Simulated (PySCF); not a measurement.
CH₁₂OSi₄, SMILES O[Si@H](C[SiH3])[SiH2][SiH3].

Coordinates come from a PBE0-D3(BJ)/def2-SVP optimisation. The structure was generated by enumeration; whether it is a known compound was not checked. Other conformers were not sampled.

The numbers are results of TDA-LC-ωPBE/def2-SVPD (PySCF 2.14.0), not measurements.

Vertical excitations. Isolated molecule, no solvent.

Computed UV-visible absorptions:
```csv
state,energy (eV),λ (nm),f,main pairs
S1,6.72,185,0.017,"HOMO→LUMO 65 %, HOMO→LUMO+3 12 %"
S2,7.13,174,0.062,"HOMO→LUMO+1 38 %, HOMO→LUMO+2 24 %, HOMO→LUMO+4 13 %"
S3,7.44,167,0.001,"HOMO−1→LUMO 52 %, HOMO−2→LUMO 24 %"
S4,7.71,161,0.115,"HOMO→LUMO+4 22 %, HOMO−2→LUMO 11 %, HOMO→LUMO+3 10 %, HOMO−2→LUMO+3 6 %"
S5,7.85,158,0.027,"HOMO−2→LUMO 20 %, HOMO→LUMO+3 12 %, HOMO→LUMO+4 9 %, HOMO−1→LUMO+1 8 %"
S6,7.93,156,0.062,"HOMO→LUMO+7 19 %, HOMO→LUMO+1 17 %, HOMO→LUMO+2 10 %, HOMO−2→LUMO+2 9 %"
T1,5.81,214,0,"HOMO→LUMO 58 %, HOMO→LUMO+3 12 %, HOMO→LUMO+1 9 %"
T2,6.14,202,0,"HOMO→LUMO+1 32 %, HOMO→LUMO+2 29 %, HOMO→LUMO+4 8 %"
```
Triplets are in the Tamm–Dancoff approximation.
